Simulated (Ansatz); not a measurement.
Basis-set extrapolation for C3H9AlOS (`C[CH2][Al]([SH])[O]C`) (PBE0-D4/def2-TZVP geometry, frozen core, Ansatz 0.2.0). Multiplicity 1, RHF reference.

```csv
,def2-TZVPP,def2-QZVPP
HF,-833.355545,-833.383288
MP2 correlation,-1.017789,-1.092086
CCSD(T) correlation,-1.121572,not run
```

Energies in hartree. Use E(X) = E(∞) + A·exp(−7.88·√X) for Hartree–Fock and E(X) = E(∞) + B·X^(−2.97) for correlation, with X = 3 and 4, and add CCSD(T) minus MP2 of the smaller set to the MP2 limit.

Problem. What is the CCSD(T) energy at the basis-set limit?

Solution. HF limit: -833.383288 + (-0.027743) × 0.13774 = -833.38711. MP2 limit: -1.092086 + (-0.074297) × 0.74074 = -1.14712. Higher-order term: -1.121572 − (-1.017789) = -0.10378. Total: -834.63801 hartree, 422.4 kJ/mol below CCSD(T)/def2-TZVPP.
